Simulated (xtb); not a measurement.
C4H12O3Sn, triplet, at the geometry of the source list (GFN-xTB shapes and energies of metal compounds can be far from the true ones) (a higher spin typed on purpose: for a closed-shell molecule this is an excited state). Base run: xtb with GFN2-xTB.

The xtb input:
```
$ xtb mol.xyz --gfn 2 --uhf 2 --json

# file mol.xyz
20

C     -3.31750000    -0.05390000     0.26770000
C     -2.08630000    -0.64560000    -0.40620000
C     -0.80630000     0.04620000     0.06650000
C      0.39980000    -0.56730000    -0.60880000
Sn     2.26120000     0.33860000     0.06300000
O      2.26010000     2.24970000    -0.32920000
O      2.47740000     0.20180000     2.00600000
O      4.05270000    -0.24920000    -0.57080000
H     -4.21660000    -0.57020000    -0.06140000
H     -3.41660000     1.00090000     0.02240000
H     -3.24220000    -0.14840000     1.34870000
H     -2.02550000    -1.71300000    -0.18000000
H     -2.17730000    -0.53990000    -1.49000000
H     -0.86240000     1.11020000    -0.16460000
H     -0.72120000    -0.05520000     1.14900000
H      0.48130000    -1.63090000    -0.38260000
H      0.36180000    -0.43250000    -1.68940000
H      3.10910000     2.67620000    -0.20800000
H      3.37410000     0.01460000     2.28650000
H      4.09440000    -1.03190000    -1.11890000
```

Each row names what was changed in the base input (with any setting that the change needs).

```tsv
change	ΔE vs base (mEh)	dipole (D)	SCF cycles
base	0.000	4.99	20
etemp = 3000	-10.730	4.15	21
acc = 0.0001	0.000	4.99	29
```
